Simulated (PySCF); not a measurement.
Species: C₂H₁₁AlOSSi.
SMILES with atom numbers: `[CH3:1][S@+:2]([AlH3-:3])[CH2:4][O:5][SiH3:6]` (hydrogens: H7, H8, H9 on C1; H10, H11, H12 on Al3; H13, H14 on C4; H15, H16, H17 on Si6)

Torsions of this conformer, `[CH3:1][S@+:2]([AlH3-:3])[CH2:4][O:5][SiH3:6]`: C1–S2–C4–O5 -64°, S2–C4–O5–Si6 -64°.

The closed-shell ground state was solved at several levels (PySCF, density fitting, gas phase, non-relativistic). One conformer (not necessarily the lowest) at the PBE0-D3(BJ)/def2-SVP geometry, without solvent, vibrations or thermal averaging.

```json
{"level": "PBE0/pcSseg-1", "basis functions": "178", "total energy (Eh)": "-1087.5529", "HOMO (eV)": "-7.71", "LUMO (eV)": "-0.25", "gap (eV)": "7.46", "dipole (D)": "4.30"}
{"level": "CAM-B3LYP/def2-SVPD", "basis functions": "226", "total energy (Eh)": "-1087.7202", "HOMO (eV)": "-9.06", "LUMO (eV)": "0.53", "gap (eV)": "9.59", "dipole (D)": "4.19"}
```

Question: What might HF/pcSseg-1 (178 basis functions) give for the same quantities?

Answer: Total energy -1085.3070 Eh, HOMO -10.81 eV, LUMO 2.89 eV, gap 13.70 eV, dipole 4.29 D.

Question: Over all these levels, which gives the widest orbital gap and which the narrowest?

Answer: HF/pcSseg-1 (Hartree–Fock, all exact exchange) has the widest, 13.70 eV, and PBE0/pcSseg-1 (global hybrid, 25 % exact exchange) the narrowest, 7.46 eV. The two share the basis. From the narrowest to the widest the HOMO moves by -3.10 eV and the LUMO by +3.14 eV. The HOMO need not be the same orbital at Hartree–Fock and at DFT levels.

Question: How far do the dipole and the HOMO energy spread over the levels?

Answer: The dipole runs from 4.19 to 4.30 D (mean 4.26 D) and the HOMO from -10.81 to -7.71 eV.
